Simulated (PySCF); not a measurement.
## GeBr⁺: energy against distance

Set-up: PySCF, no relativity, basis sets Ge def2-TZVPPD, Br def2-TZVPPD. Energies in eV from Ge⁺ + Br in their ground configurations at the same level. State: ¹Σ⁺ (singlet), closed shell.

Curves on a restricted Hartree–Fock reference rise too fast on stretching and do not dissociate correctly.

| R (Å) | RHF | MN15 | RHF-MP2 | RHF-CCSD(T) |
| --- | --- | --- | --- | --- |
| 1.901 | -1.354 | -2.929 | -3.019 |  |
| 1.990 | -2.168 | -3.668 | -3.796 | -3.600 |
| 2.078 | -2.607 | -4.052 | -4.206 | -4.034 |
| 2.145 | -2.758 | -4.173 | -4.339 | -4.184 |
| 2.211 | -2.795 | -4.188 | -4.360 | -4.222 |
| 2.277 | -2.744 | -4.122 | -4.295 | -4.175 |
| 2.366 | -2.578 | -3.944 | -4.111 | -4.015 |
| 2.476 | -2.261 | -3.626 | -3.776 | -3.712 |
| 2.609 | -1.790 | -3.164 | -3.284 | -3.264 |
| 2.786 | -1.097 | -2.501 | -2.572 |  |

Question: Put a parabola through the three lowest points of the RHF curve and estimate Re, k and ωe (reduced mass 38.17 u; 1 eV/Å² = 0.16022 mdyn/Å; ωe = 1302.8·√(k/μ) cm⁻¹).

Answer: Through R = 2.145, 2.211, 2.277 Å the second-order coefficient is 10.1 eV/Å², so Re ≈ 2.206 Å, k ≈ 3.24 mdyn/Å and ωe ≈ 379 cm⁻¹. A polynomial fit of higher order to the unrounded RHF energies gives Re = 2.203 Å, k = 3.26 mdyn/Å, ωe = 381 cm⁻¹; anharmonicity and rounding make the difference.

The higher-order fit for each curve: RHF: Re = 2.203 Å, ωe = 381 cm⁻¹, De = 2.80 eV; MN15: Re = 2.188 Å, ωe = 378 cm⁻¹, De = 4.19 eV; RHF-MP2: Re = 2.192 Å, ωe = 386 cm⁻¹, De = 4.36 eV; RHF-CCSD(T): Re = 2.205 Å, ωe = 375 cm⁻¹, De = 4.22 eV.

Correlated steps freeze 18 core orbitals. For an ion De counts to the pair picked by the measured ionisation energies or electron affinities, which need not be the lowest pair at this level. Where the molecule has an RHF reference, its open-shell atoms are computed with UHF.
